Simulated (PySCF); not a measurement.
# Simulated absorption spectrum

Compound: C7H5NSe.
SMILES: `c1ccc(cc1)[Se]C#N`

Level of theory: PySCF, TDDFT PBE0/def2-SVPD, vertical, gas phase, core orbitals frozen in the response. One conformer (not necessarily the lowest) at the PBE0-D3(BJ)/def2-SVP geometry, without solvent, vibrations or thermal averaging. Relativistic effects, spin–orbit coupling among them, are left out although an element past zinc is present. Torsions of this conformer, `[N:1]#[C:2][Se:3][c:4]1[cH:5][cH:6][cH:7][cH:8][cH:9]1`: C2–Se3–C4–C5 -11°.

Computed states:

```tsv
state	E (eV)	f
S1	4.31	0.0005
S2	4.94	0.0034
S3	5.23	0.199
S4	5.69	0.0072
S5	5.73	0.0059
S6	6.05	0.022
S7	6.20	0.0034
S8	6.41	0.070
S9	6.42	0.049
S10	6.60	0.079
```

Broadening: Gaussians 0.25 eV wide at half height, area fixed by f = 4.319×10⁻⁹ ∫ε dν̃. The cross-section is σ = 3.8235×10⁻²¹ ε cm², given in Mb (10⁻¹⁸ cm²). The width is an assumption, not a result. The curve ends short of the highest state used, and states not computed would add to its high-energy end.

Task: Give the broadened spectrum and its maxima.

Result: 
λ (nm), σ (Mb) and a bar:
```
    206.7       8.66 ###
    208.7       6.16 ##
    210.7       4.27 ##
    212.7       3.97 #
    214.6       4.69 ##
    216.6       5.32 ##
    218.6       5.01 ##
    220.6       3.87 #
    222.5       2.84 #
    224.5       3.05 #
    226.5       6.41 ##
    228.5      15.20 ######
    230.4      29.95 ###########
    232.4      50.54 ###################
    234.4      70.31 ##########################
    236.4      81.34 ##############################
    238.3      79.41 #############################
    240.3      65.85 ########################
    242.3      46.72 #################
    244.3      28.77 ###########
    246.2      16.27 ######
    248.2       8.31 ###
    250.2       4.26 ##
    252.2       2.39 #
    254.1       1.53 #
    256.1       1.00 
    258.1       0.63 
    260.1       0.37 
    262.0       0.20 
    264.0       0.10 
    266.0       0.04 
    268.0       0.02 
    270.0       0.01 
    271.9       0.01 
    273.9       0.03 
    275.9       0.05 
    277.9       0.07 
    279.8       0.11 
    281.8       0.15 
    283.8       0.18 
    285.8       0.20 
    287.7       0.21 
    289.7       0.21 
    291.7       0.19 
    293.7       0.16 
    295.6       0.12 
    297.6       0.09 
    299.6       0.06 
    301.6       0.04 
    303.5       0.02 
    305.5       0.01 
    307.5       0.01 
    309.5       0.00 
    311.4       0.00 
    313.4       0.00 
    315.4       0.00
```

Maxima: 288 nm (4.31 eV), ε about 56, made up of S1 (100%); 237 nm (5.23 eV), ε about 21000, made up of S3 (100%); 217 nm (5.71 eV), ε about 1400, made up of S4 (54%) and S5 (44%) (ε in L mol⁻¹ cm⁻¹; maxima over ε = 5, shares over 10%). At its high-energy end, 6.00 eV, the curve is still rising (ε about 2300, from S6).

Task: What would ε be at 5.23 eV, the highest of these maxima, with half the width (0.125 eV)?

Result: About 42900 L mol⁻¹ cm⁻¹ against 21500, a factor of about 2.00; a lone state at its own centre would give exactly 2.

Task: On this curve, what absorbance would a 10⁻⁴ mol/L sample give at 280 nm over a 1 cm path?

Result: 280 nm is 4.428 eV, where ε is about 29 L mol⁻¹ cm⁻¹, so A = ε c l ≈ 0.0029 (Beer–Lambert, with the gas-phase spectrum and the assumed width).

Task: Coming from long wavelengths, where does ε first pass 100 L mol⁻¹ cm⁻¹?

Result: At about 260 nm (4.77 eV), 0.46 eV above S1.

All these states lie below the vertical ionisation energy of 8.70 eV (ΔSCF).
